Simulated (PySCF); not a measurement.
# MK anions for M along the halogens

PBE0 with double-zeta basis sets in PySCF, for the lowest determinant that a PBE0 search found; no spin–orbit coupling. De refers to high-spin ground-configuration atoms (the charge goes to the atom of lower measured ionisation energy or higher electron affinity, which is not always the lowest computed limit). A positive dipole points towards K; it is taken about the centre of mass and depends on that origin.

```tsv
M	basis	charged atom	state (unpaired electrons)	Re (Å)	ωe (cm⁻¹)	De (eV)	μ (D)
F	def2-SVPD	F−	doublet (σ ↑)	2.304	347	2.02	-3.13
Cl	def2-SVPD	Cl−	doublet (σ ↑)	2.847	212	1.33	-3.21
I	def2-SVPD	I−	doublet (σ ↑)	3.284	128	0.98	-6.63
```

The shortest bond is that of KF⁻ (2.304 Å), the longest that of KI⁻ (3.284 Å). KF⁻ is bound most strongly (2.02 eV) and KI⁻ least (0.98 eV).

Down a group the atoms grow and get heavier, so bonds lengthen and wavenumbers fall; this series shows no clear exception.

Spin–orbit coupling is left out. For an ion De counts to the pair picked by the measured ionisation energies or electron affinities, which need not be the lowest pair at this level. The highest Kohn–Sham level is positive in some of these anions. Much of that is self-interaction error, but it also means that the finite basis helps to hold the extra electron. States were picked by a PBE0 search and need not be the measured ground states.
